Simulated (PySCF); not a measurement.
## Magnetic susceptibility: SMILES C=Cc1ccc(N)c(F)c1, C$_{8}$H$_{8}$FN

Geometry (Å), atoms numbered from 1 in this order:
```xyz
18

C    -3.311    0.361   -0.146
C    -2.345   -0.523    0.081
C    -0.912   -0.280    0.038
C    -0.031   -1.333    0.299
C     1.336   -1.161    0.273
C     1.898    0.084   -0.011
N     3.252    0.306    0.025
C     1.004    1.128   -0.269
F     1.524    2.353   -0.564
C    -0.359    0.970   -0.253
H    -3.115    1.389   -0.395
H    -4.348    0.080   -0.088
H    -2.617   -1.542    0.328
H    -0.433   -2.310    0.525
H     1.993   -1.994    0.476
H     3.584    1.152   -0.409
H     3.852   -0.497   -0.059
H    -0.981    1.823   -0.470
```

Level of theory: PySCF, GIAO HF/pcSseg-1 magnetisability, rotational g tensor and spin-rotation constants, non-relativistic, gas phase. Geometry: GFN2-xTB.

Task: How diamagnetic is it, and how anisotropic?

Result: Isotropic -1460 × 10⁻³⁰ J/T², or -87.9 × 10⁻⁶ cm³/mol; principal values -2109, -1218, -1053 × 10⁻³⁰ J/T², anisotropy 983 × 10⁻³⁰ J/T² (root of half the summed squared differences of the principal values). The susceptibility is in cgs units.

Task: Split it along the inertial axes a, b, c into diamagnetic and paramagnetic parts about the centre of mass, with the quadrupole moment.

Result: 
| axis | χ (10⁻⁶ cm³/mol) | diamagnetic (10⁻⁶ cm³/mol) | paramagnetic (10⁻⁶ cm³/mol) | summed x² of all electrons (Å²) | quadrupole Θ (D Å) |
| --- | --- | --- | --- | --- | --- |
| a | -73.3 | -536.0 | 462.6 | 316.5 | +9.72 |
| b | -63.5 | -1400.6 | 1337.2 | 112.7 | +3.05 |
| c | -127.0 | -1820.7 | 1693.7 | 13.7 | -12.78 |

Anisotropies 2χaa − χbb − χcc = +43.7 and 2χbb − χaa − χcc = +73.4 × 10⁻⁶ cm³/mol. Θ is traceless in Buckingham's convention.

Task: And the rotational g tensor?

Result: 
```csv
axis,rotational constant (GHz),g,nuclear part,electronic part
a,2.7605,-0.0420,0.5580,-0.6000
b,0.9234,-0.0166,0.5635,-0.5801
c,0.6922,+0.0112,0.5620,-0.5508
```
Asymmetric top; isotopes 12C, 19F, 1H, 14N; no vibrational averaging.
